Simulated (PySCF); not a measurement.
C₆H₈OS₂.
Numbering: `[CH3:1][c:2]1[cH:3][cH:4][c:5]([S@@:6]([CH3:7])=[O:8])[s:9]1`

Structure used (GFN2-xTB), in Å, numbered top down from 1:
```xyz
17
C6H8OS2 angstrom
C      3.045    0.664   -0.198
C      1.713    0.088    0.118
C      1.280   -1.191   -0.040
C     -0.060   -1.387    0.365
C     -0.641   -0.245    0.814
S     -2.311   -0.084    1.482
C     -2.923    0.943    0.066
O     -2.909   -1.405    1.314
S      0.459    1.093    0.782
H      2.953    1.469   -0.927
H      3.508    1.077    0.697
H      3.694   -0.107   -0.606
H      1.900   -1.977   -0.436
H     -0.585   -2.323    0.324
H     -2.379    1.881    0.065
H     -3.982    1.118    0.224
H     -2.770    0.399   -0.860
```

Probes without a nucleus sit at each ring's centroid and 1 Å off its mean plane on both sides; NICS is minus the shielding there, NICSzz its component along the normal. Level: GIAO PBE0/pcSseg-1 (PySCF, non-relativistic, gas phase) on the GFN2-xTB geometry, one conformer.

Ring bond lengths (Å), with Mayer bond orders in brackets: C2–C3 1.360 (1.58), C3–C4 1.413 (1.26), C4–C5 1.357 (1.57), C5–S9 1.733 (1.07), S9–C2 1.739 (1.14).

Problem. Give the NICS values of each ring in ppm.

Solution. 
```json
{"ring": "C2–C3–C4–C5–S9", "type": "5-membered ring with S; formal bonds all aromatic", "NICS(0)": "-10.6", "NICS(1), two faces": "-9.8 / -9.8", "NICS(1)zz, two faces": "-21.4 / -22.2", "rms pucker (Å)": "0.01", "centre to ring atoms, mean (Å)": "1.29"}
```

Problem. What can be read from them?

Solution. 
- C2–C3–C4–C5–S9: mean NICS(1)zz -21.8 ppm, shielded. The ring is flat and has no four-coordinate atom; by the NICS criterion it is aromatic.

Problem. How equal are the bonds by HOMA? HOMA takes Krygowski's 1993 parameters.

Solution. 
- C2–C3–C4–C5–S9: HOMA 0.75; the largest term is that of S9–C2, α(R − Ropt)² = 0.36. The geometric and the magnetic index point the same way.

Problem. List the ring angles and the Hirshfeld charges of the ring atoms.

Solution. 
- C2–C3–C4–C5–S9: C2 111.1° (-0.012 e), C3 113.4° (-0.076 e), C4 112.6° (-0.069 e), C5 111.8° (-0.072 e), S9 91.0° (+0.090 e); sum 540.0° against 540° for a flat convex ring.
